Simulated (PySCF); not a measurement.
Working out the excitation energy of S

S [Ne] 3s2 3p4 (3P) → S [Ne] 3s2 3p3 3d1 (5D). All numbers are calculated (PySCF 2.14, the non-relativistic Hamiltonian (point nucleus), in aug-cc-pV(T+d)Z). Frozen: [Ne]. Energies in hartree (1 hartree = 27.21139 eV):

```
            part    S (lower)    S (upper)
             UHF  -397.509982  -397.194619
CCSD correlation    -0.142152    -0.118767
             (T)    -0.005143    -0.003980
```

**Question.** What does Hartree-Fock give?

**Answer.** (-397.194619) − (-397.509982) = 0.315363 hartree = 8.581 eV.

**Question.** What do CCSD and CCSD(T) give?

**Answer.** The CCSD correlation energies differ by 0.023385 hartree = 0.636 eV and the triples by 0.001163 hartree = 0.032 eV, so CCSD gives 9.217 eV and CCSD(T) 9.249 eV.

Measured between the centres of the two terms (NIST): 8.392 eV, so CCSD(T) (valence) is off by 0.857 eV.

What remains against the reference includes basis incompleteness, the frozen core and higher excitations.
